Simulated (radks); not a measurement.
The carbon anion C4-, [Ne], held by a Watson sphere: a shell of charge +5.67 at radius R that stands for the Madelung well of a crystal (potential energy -5.67/R inside, -5.67/r outside, in hartree with lengths in bohr). All-electron calculation, non-relativistic Kohn-Sham, LDA (Slater exchange, VWN5 correlation), spin-unpolarised, spherical densities, point nucleus. Program: a radial shooting solver on a logarithmic mesh with Libxc functionals. Response by self-consistent Sternheimer equations with the Hartree and adiabatic LDA kernel. The sphere does not respond.

| R (bohr) | e(1s) (eV) | e(2s) (eV) | e(2p) (eV) | <r> 2p (bohr) | sum of <r^2> (bohr^2) | X-ray form factor at sin(theta)/lambda = 0.1 1/angstrom | alpha (bohr^3) |
|---|---|---|---|---|---|---|---|
| 1.59 | -279.97 | -38.862 | -29.345 | 1.554 | 22.67 | 8.496 | 7.311 |
| 1.72 | -279.21 | -36.982 | -27.717 | 1.630 | 24.81 | 8.371 | 8.775 |
| 2.46 | -277.31 | -28.566 | -20.741 | 2.044 | 38.08 | 7.659 | 21.92 |
| 2.56 | -277.15 | -27.695 | -20.021 | 2.098 | 40.00 | 7.566 | 24.52 |
| 2.95 | -276.53 | -24.774 | -17.574 | 2.308 | 47.83 | 7.211 | 37.29 |
| 3.34 | -275.91 | -22.487 | -15.602 | 2.518 | 56.24 | 6.875 | 55.38 |
| 3.44 | -275.75 | -21.987 | -15.161 | 2.573 | 58.50 | 6.792 | 61.08 |
| 3.84 | -275.12 | -20.275 | -13.611 | 2.794 | 68.04 | 6.475 | 89.06 |
